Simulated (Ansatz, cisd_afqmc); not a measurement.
System: Se, charge 0, triplet.

Total energies in aug-cc-pVQZ, 6 correlated electrons, 14 frozen orbitals. Open shells are spin-unrestricted; no spin-orbit coupling. Cores are frozen in correlated methods (noble-gas shells, and filled d and f shells in the p block). No relativity. AFQMC is phaseless with a CISD trial state; ± is one standard error, without the phaseless bias. Outlying blocks are dropped, and bars are widened where a walk drifts. Over all cases where full CI ran beside it in this data, AFQMC minus full CI had a median of +0.1 mEh and passed +0.4 mEh in a tenth of the cases.

| method | program | energy (Eh) | minus CCSDT(Q) (mEh) |
|---|---|---|---|
| HF | Ansatz | -2399.87507 | 133.52 |
| MP2 | Ansatz | -2399.98578 | 22.81 |
| CCSD | Ansatz | -2400.00322 | 5.38 |
| CCSD(T) | Ansatz | -2400.00782 | 0.78 |
| CCSDT(Q) | Ansatz | -2400.00860 | 0.00 |
| AFQMC/CISD | cisd_afqmc | -2400.0081 ± 0.0003 | 0.5 ± 0.3 |

Ansatz is a quantum-chemistry and plane-wave program.
